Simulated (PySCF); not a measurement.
Molecule: sum formula H₃B₂O (charge 0, doublet). It need not be the lowest isomer of its formula. SMILES: [BH]OB
Coordinates optimised at B3LYP-D3(BJ)/def2-TZVP (Ansatz):
```xyz
6

O     -0.0797    -0.0515     0.0044
B     -1.1709    -0.7681    -0.0015
H     -1.8232    -1.0261     0.9661
B      1.0536     0.6688    -0.1266
H      0.9534     1.8370    -0.3328
H      2.0938     0.0981    -0.0277
```
Charge 0, spin multiplicity 2.

Dispersion corrections to the total energy (kcal/mol) from the dftd3 and dftd4 libraries through PySCF: D3(BJ) without and D4 with the three-body term, each with the damping fitted for the functional named.

| functional | D3(BJ) | D4 |
|---|---|---|
| CAM-B3LYP | -1.21 | -1.27 |
| HF | -14.53 | -6.11 |
| PW6B95 | [?] | -1.38 |
| r2SCAN | -0.43 | [?] |
| BP86 | -2.50 | -2.00 |
| revPBE | [?] | -5.36 |
| HSE06 | -1.01 | -1.18 |

What belongs in the gaps?


- PW6B95, D3(BJ): -0.77
- r2SCAN, D4: -0.36
- revPBE, D3(BJ): -4.14
